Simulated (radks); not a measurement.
Initial-state core-level shifts of the manganese ion Mn+ when its valence configuration changes from [Ar] 3d5 4s1. All-electron calculation, scalar-relativistic Kohn-Sham, LDA (Slater exchange, Perdew-Wang correlation), spin-polarised, spherical densities, point nucleus; open shells are filled with parallel spins first. Program: a radial shooting solver on a logarithmic mesh with Libxc functionals. Shifts are changes of the shell-averaged eigenvalues in eV (positive: less bound).

valence               1s       2s       3s       3p
3d4 4s2           -7.027   -7.907   -6.737   -6.528
3d6               +4.611   +5.266   +4.643   +4.488
3d5 4p1           -1.366   -1.296   -1.371   -1.370
3d3 4s1 4p2      -17.358  -19.434  -16.326  -15.831
3d4.5 4s1.5       -3.371   -3.776   -3.271   -3.173
3d3 4s2 4p1      -16.457  -18.495  -15.414  -14.938
3d5.5 4s0.5       +2.468   +2.820   +2.455   +2.371
3d4 4s1 4p1       -8.140   -9.045   -7.840   -7.611
3d5 4s0.5 4p0.5   -0.690   -0.655   -0.692   -0.692
